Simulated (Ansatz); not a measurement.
Stretching the C1–Ga2 bond in CH5Ga (SMILES [CH3][GaH2]) (multiplicity 1 held, fragments rigid). Energies count from the point at 1.979 Å.
Geometry at that point (charge 0, multiplicity 1):
```xyz
7

C     -1.561    -0.123     0.001
Ga     0.413     0.030    -0.001
H     -1.989     0.499    -0.788
H     -1.901    -1.149    -0.131
H     -1.954     0.255     0.949
H      1.084     1.455     0.052
H      1.335    -1.246    -0.047
```

R- and RO- levels are restricted; in cc, def2 and unpolarised 6-31G sets they are followed outwards from rest. Unrestricted levels (U-) break spin symmetry where that is lower. Active spaces are followed from a long bond inwards. Levels need not reach the same state.

Cores are frozen in the correlated methods. Filled d and f shells under p-block atoms count as core.

The values were computed with Ansatz (an electronic-structure program). Values without a source in brackets are computed.

Question: One of these levels gives 71.91 kcal/mol for the energy at R = 6.334 Å. Which?
A) CASSCF(2,2)/cc-pVTZ
B) R-wB97X-V/cc-pVTZ
C) U-PBE/cc-pVTZ

Answer: A, CASSCF(2,2)/cc-pVTZ. The others give 85.83 (U-PBE/cc-pVTZ), 155.74 (R-wB97X-V/cc-pVTZ)

Doubts at one or more of the structures used: a spin-contaminated determinant (U-PBE/cc-pVTZ); a restricted determinant that unrestricted orbitals would lower (R-wB97X-V/cc-pVTZ).
